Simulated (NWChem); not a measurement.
Species: GeSiH₃Cl, singlet; SMILES [Ge]([SiH3])[Cl]

```xyz
6

Ge     0.8443    -0.1811     0.0000
Cl    -0.8906    -1.5445     0.0000
Si    -0.6399     1.8139     0.0000
H      0.1078     3.1129    -0.0025
H     -1.5102     1.7723     1.2187
H     -1.5159     1.7706    -1.2147
```
Atoms are numbered in this order, from 1.

Results from NWChem. Low-valent species are run as closed-shell singlets; no triplet was tried in these runs. The geometry was optimised at PBE0/def2-SVP. Ions are spin-unrestricted doublets at the neutral geometry; other ion states weren't tried.

For level B3LYP/def2-SVP:

| Item | Result |
|---|---|
| −ε(HOMO) (eV) | 6.33 |

Task: What are these values for level PBE/def2-SVP?

Result: 
| Quantity | Value |
|---|---|
| −ε(HOMO) (eV) | 5.54 |
